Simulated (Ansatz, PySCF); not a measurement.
Gas-phase reaction in SMILES: F[SiH2][SiH](F)F -> F[SiH][SiH2]F + F atom (the F-Si bond at the site shown breaks; other sites are not compared here)
Geometries: B3LYP-D3(BJ)/def2-TZVP minima from Ansatz (a quantum-chemistry and plane-wave program), one conformer each, not searched for the lowest.
Geometry of the first species:
```xyz
8

F     -1.8125    -1.5016     0.5221
Si    -1.4275    -0.0227     0.0132
Si     0.9017     0.0560    -0.3318
F      1.2524     1.4963    -0.9345
F      1.6590    -0.0713     1.0694
H     -1.8508     0.9539     1.0401
H     -2.1489     0.2302    -1.2541
H      1.4702    -0.9610    -1.2376
```

Wanted: bond dissociation energy (enthalpy at 298 K, with B3LYP-D3(BJ) rigid-rotor harmonic-oscillator terms from PySCF), in kcal/mol. Cores are frozen in the correlated levels unless marked. UHF or UKS for open shells. No spin-orbit coupling. No relativistic terms. CBS marks a two-point X^-3 extrapolation of the correlation energy; Hartree-Fock from the larger set.

CCSD(T)/CBS(aug-cc-pV(T+d)Z,aug-cc-pV(Q+d)Z) (Ansatz) gives 157.1 kcal/mol.

Problem. Another calculation gave 152.8 kcal/mol. Which level was it?
(A) BHLYP/def2-TZVPD (Ansatz)
(B) HSE06/def2-TZVPD (Ansatz)
(C) CAM-B3LYP/def2-TZVPD (Ansatz)
(D) SVWN5/def2-TZVPD (Ansatz)

Solution. C, CAM-B3LYP/def2-TZVPD (Ansatz). The others give 147.6 (HSE06), 144.8 (BHLYP), 172.6 (SVWN5) kcal/mol.
